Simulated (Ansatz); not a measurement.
A run for Ansatz (a first-principles code): R-wB97X-V/def2-TZVPP on H2OSi (SMILES O[SiH]).

Ansatz 0.2 input:
```yaml
crystal:
  periodic: [false, false, false]
  atoms:
    - {symbol: O, position_ang: [-0.89926907, 0.35313180, 0.01523094]}
    - {symbol: Si, position_ang: [0.69282618, 0.81917438, 0.01633021]}
    - {symbol: H, position_ang: [-1.12185487, -0.58324769, -0.00747300]}
    - {symbol: H, position_ang: [1.32829774, -0.58905849, -0.02408815]}
basis:
  gaussian:
    orbitals: def2-TZVPP
hamiltonian:
  xc: {name: wB97X-V}
scf: {lower_state_search: off}
```

It printed:

```
WARN ansatz: RAYON_NUM_THREADS=2 ignored (pool sized by the plan → 2); use --threads N
Functional definition: wB97X-V
these checks for a lower state are left out or cut short: stability, starts, cluster_reference, orbital_swaps, neighbouring_geometries, increment
integrals: 0.03 GiB planned
560 factors; their error is unknown
integrals: 0.07 GiB planned
121 factors; integrals over basis functions are off by at most 3.3e-5 eV
mean field: 0.33 GiB planned
mean field evaluation 1: about -9952.3041 eV, gradient 4.7e1 eV
mean field evaluation 2: about -9950.1832 eV, gradient 5.9e1 eV
mean field evaluation 4: about -9955.8792 eV, gradient 5.1e-1 eV
mean field evaluation 8: about -9955.8902 eV, gradient 1.5e-1 eV
mean field evaluation 16: about -9955.8902 eV, gradient 2.8e-6 eV
mean field -9955.89019062 eV, -365.8722161605 hartree, gradient 2.7e-6 eV, S^2 0.000000; 0 other end points of the search recorded, 0 dependent functions left out
reference -9955.89018917 eV, -365.8722161073 hartree; 12, 12 occupied and 89, 89 virtual orbitals, 560 factors
Total energy: -9955.89018917 eV, -365.8722161073 hartree
Checks for a lower state left out: stability, starts, cluster_reference, orbital_swaps, neighbouring_geometries, increment
```

Self-consistency was reached.

Cost: very roughly 1.3 core-seconds.
